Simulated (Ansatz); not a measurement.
Species: thiophen-3-ylsilane, C₄H₆SSi, net charge 0, singlet state. 
Coordinates optimised at B3LYP-D3(BJ)/def2-TZVP (Ansatz, a first-principles code):
SMILES: c1sccc1[SiH3]
```xyz
12

Si     2.3513    -0.3340     0.3570
C      0.5144    -0.1307     0.1386
C     -0.4977    -0.8308     0.8716
C     -1.7652    -0.4868     0.5069
S     -1.7627     0.6982    -0.7382
C     -0.0460     0.7320    -0.7693
H      2.7605     0.0025     1.7421
H      2.7649    -1.7329     0.0905
H      3.0466     0.5686    -0.5895
H     -0.2868    -1.5616     1.6401
H     -2.6960    -0.8625     0.8993
H      0.4635     1.3879    -1.4571
```

Wanted: atomisation energy (electronic, to ground-state atoms), in kJ/mol. Correlated levels leave the core frozen unless marked. UHF or UKS for open shells. No spin-orbit coupling. Non-relativistic. The coupled-cluster limit lacks core correlation, which all-electron functionals hold. CBS marks a two-point X^-3 extrapolation of the correlation energy; Hartree-Fock from the larger set.

| level | program | atomisation energy (kJ/mol) |
|---|---|---|
| HF/6-31G | Ansatz | 3191.3 |

Task: What does CCSD(T)/CBS(cc-pV(T+d)Z,cc-pV(Q+d)Z) (Ansatz) give?

Result: 4911.0 kJ/mol, so HF/6-31G differs from it by -1719.7 kJ/mol.
